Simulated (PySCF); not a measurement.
**How methods differ on the ionisation energy of P²⁺**

P²⁺ [Ne] 3s2 3p1 (2P) → P³⁺ [Ne] 3s2 (1S), as a difference of total energies. Calculation: PySCF 2.14, in cc-pVDZ-DK (4s3p1d, 18 functions); scalar relativity by spin-free X2C-1e. Correlated levels: valence: [Ne] frozen. The calculations carry no spin-orbit coupling.

| method | ionisation energy (eV) |
| --- | --- |
| UHF | 29.543 |
| M06-L | 30.034 |
| MN15 | 30.105 |
| MP2 (valence) | 29.717 |
| SCS-MP2 (valence) | 29.698 |
| CCSD (valence) | 29.817 |
| CCSD(T) (valence) | 29.833 |

**Question.** How much does correlation contribute at CCSD(T) (valence)?

**Answer.** 29.833 − (29.543) = 0.290 eV, measured against UHF.

The reference lies between the lowest fine-structure levels, while these numbers refer to the centres of the terms.

Errors of the correlated levels include the incompleteness of this basis and the frozen core.

For comparison: 30.203 eV (measured; NIST Atomic Spectra Database, ionization energies).
